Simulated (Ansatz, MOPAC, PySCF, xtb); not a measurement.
Potential energy curve for PH (anion, charge -1), lowest doublet found (which spin is the ground state isn't settled by this scan).

Methods: GFN1-xTB (xtb); PM7, unrestricted, heats of formation (MOPAC); UKS-B3LYP/3-21G = unrestricted B3LYP/3-21G run with PySCF; FCI = full CI/aug-cc-pVDZ, frozen core in Ansatz (a first-principles code).

Energies relative to the lowest point of each curve between 1.19 and 1.73 Å, where full CI is lowest, in kcal/mol; the last columns give the difference from FCI:

| R / Å | GFN1-xTB | PM7 | UKS-B3LYP/3-21G | FCI | GFN1-xTB − FCI | PM7 − FCI | UKS-B3LYP/3-21G − FCI |
|---|---|---|---|---|---|---|---|
| 1.00 | 100.4 | 89.1 | 104.5 | 100.3 | 0.1 | -11.1 | 4.3 |
| 1.07 | 58.9 | 62.0 | 65.9 | 62.5 | -3.6 | -0.5 | 3.3 |
| 1.15 | 30.6 | 38.6 | 36.4 | 33.8 | -3.1 | 4.8 | 2.6 |
| 1.19 | 21.5 | 29.4 | 26.1 | 23.7 | -2.2 | 5.7 | 2.4 |
| 1.26 | 10.8 | 16.8 | 13.3 | 11.4 | -0.5 | 5.5 | 1.9 |
| 1.30 | 6.9 | 11.5 | 8.3 | 6.7 | 0.2 | 4.8 | 1.6 |
| 1.35 | 3.6 | 6.4 | 4.1 | 2.8 | 0.8 | 3.5 | 1.3 |
| 1.40 | 1.5 | 2.9 | 1.5 | 0.7 | 0.8 | 2.2 | 0.8 |
| 1.44 | 0.6 | 1.1 | 0.4 | 0.0 | 0.6 | 1.1 | 0.4 |
| 1.49 | 0.0 | 0.0 | 0.0 | 0.1 | -0.1 | -0.1 | -0.1 |
| 1.55 | 0.1 | 0.1 | 0.6 | 1.4 | -1.3 | -1.3 | -0.8 |
| 1.64 | 1.3 | 2.8 | 3.1 | 4.9 | -3.6 | -2.1 | -1.8 |
| 1.73 | 3.6 | 7.6 | 6.8 | 9.5 | -5.9 | -1.9 | -2.7 |
| 1.85 | 8.2 | 16.6 | 12.9 | 16.6 | -8.4 | 0.0 | -3.6 |
| 2.00 | 15.0 | 30.0 | 21.5 | 25.5 | -10.5 | 4.5 | -4.1 |
| 2.21 | 24.6 | 49.1 | 33.5 | 37.0 | -12.4 | 12.1 | -3.4 |
| 2.45 | 34.8 | 65.2 | 45.5 | 47.6 | -12.8 | 17.6 | -2.1 |
| 2.72 | 44.7 | 74.7 | 54.7 | 56.5 | -11.8 | 18.2 | -1.8 |
| 3.06 | 53.9 | — | 60.7 | 64.0 | -10.1 | — | -3.4 |
| 3.48 | 60.3 | — | 63.9 | 69.2 | -8.9 | — | -5.3 |
| 4.02 | — | — | 65.8 | 72.2 | — | — | -6.4 |
| 4.69 | — | — | 66.8 | 73.4 | — | — | -6.6 |

GFN1-xTB is furthest from FCI at 2.45 (-12.8 kcal/mol, below); its mean absolute difference over the points is 4.9 kcal/mol.

PM7 is furthest from FCI at 2.72 (18.2 kcal/mol, above); its mean absolute difference over the points is 5.4 kcal/mol.

UKS-B3LYP/3-21G is furthest from FCI at 4.69 (-6.6 kcal/mol, below); its mean absolute difference over the points is 2.8 kcal/mol.

A dash means that the run gave no value there, or that the column was ended at a point which the program doubted or which failed a test of continuity chosen for this set; such a test can also cut sound points.

Where the anion isn't bound against loss of the electron, the finite basis alone holds it. The unrestricted determinant behind UKS-B3LYP/3-21G is spin-contaminated at 2.45 to 4.69 Å (<S²> up to 1.8, against 0.75 for a pure doublet).
